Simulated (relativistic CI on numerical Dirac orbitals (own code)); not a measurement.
Crystal-field levels of Ir2+, 5d7

Calculated by Dirac-Coulomb-Breit CI, separate exchange-only KLI orbitals for each configuration, model QED (radiative potential, 1s self-energy scaled to tabulated hydrogen-like ionisation energies), valence Slater integrals scaled by 0.85, one configuration in a parametric crystal field (own radial code).

Field parameters in Wybourne normalisation: D4h B²₀ = −7Ds, B⁴₀ = 21(Dq − Dt), B⁴₄ = 21√(5/14) Dq. The field is a parameter set, without covalency.

S and J are read from ⟨S²⟩ = S(S + 1) and ⟨J²⟩ = J(J + 1) of each level; they are not fictitious spins.

D4h, 10Dq = 14900, Ds = -1500, Dt = -280 cm⁻¹, the lowest 16 levels:

```tsv
E (cm⁻¹)	Degeneracy	Irrep	S	J
0.0	2	Γ7	0.78	3.91
4203	2	Γ6	1.35	4.15
5776	2	Γ6	1.33	4.18
6736	2	Γ6	1.26	3.81
7422	2	Γ7	1.40	3.98
11655	2	Γ7	1.40	3.21
12345	2	Γ7	1.34	3.60
14172	2	Γ7	0.88	3.48
14758	2	Γ6	1.16	3.93
16548	2	Γ6	0.80	3.63
19393	2	Γ7	0.76	3.90
20264	2	Γ7	0.93	3.59
20689	2	Γ6	0.87	4.30
22119	2	Γ6	1.24	3.46
22317	2	Γ7	0.88	3.18
22406	2	Γ6	0.90	3.32
```

Principal g values of the ground doublet: 2.75, 2.75, 3.43.

D4h, 10Dq = 14900, Ds = -1090, Dt = -280 cm⁻¹, the lowest 16 levels:

```csv
E (cm⁻¹),Degeneracy,Irrep,S,J
0.0,2,Γ7,0.79,3.91
3609,2,Γ6,1.23,4.07
4688,2,Γ6,1.33,4.21
6169,2,Γ6,1.35,3.87
6692,2,Γ7,1.41,4.00
11123,2,Γ7,1.45,3.06
11919,2,Γ7,1.35,3.63
13666,2,Γ6,1.19,3.90
14091,2,Γ7,0.79,3.59
16068,2,Γ6,0.80,3.63
19430,2,Γ7,0.69,4.21
20021,2,Γ7,0.99,3.37
20307,2,Γ6,0.88,4.28
21338,2,Γ6,1.11,3.78
21800,2,Γ7,0.84,3.04
22337,2,Γ6,1.02,3.36
```

Principal g values of the ground doublet: 2.79, 2.79, 3.44.

D4h, 10Dq = 14900, Ds = -680, Dt = -280 cm⁻¹, the lowest 16 levels:

```csv
E (cm⁻¹),Degeneracy,Irrep,S,J
0.0,2,Γ7,0.81,3.91
2719,2,Γ6,1.04,3.94
3743,2,Γ6,1.45,4.30
5718,2,Γ6,1.38,3.92
5852,2,Γ7,1.41,4.00
10486,2,Γ7,1.48,2.98
11564,2,Γ7,1.33,3.67
12563,2,Γ6,1.21,3.86
14028,2,Γ7,0.79,3.64
15544,2,Γ6,0.81,3.65
19233,2,Γ7,0.72,4.22
19779,2,Γ7,0.93,3.54
19889,2,Γ6,0.87,4.19
20377,2,Γ6,0.97,4.11
21359,2,Γ7,0.84,2.86
21946,2,Γ6,1.15,3.28
```

Principal g values of the ground doublet: 2.84, 2.84, 3.45.

The free-ion ground term has S = 3/2. The field overcomes the spin-pairing energy for D4h, 10Dq = 14900, Ds = -1500, Dt = -280 cm⁻¹; D4h, 10Dq = 14900, Ds = -1090, Dt = -280 cm⁻¹; D4h, 10Dq = 14900, Ds = -680, Dt = -280 cm⁻¹, where the ground state has lower spin; these fields are assumed values.

Levels of this model without a field, named by their leading LS term: 4F_9/2 0, 4F_7/2 6749, 4F_5/2 8748, 4F_3/2 9255, 4P_3/2 13159, 4P_5/2 14881, 2G_9/2 15242, 4P_1/2 17780 cm⁻¹.
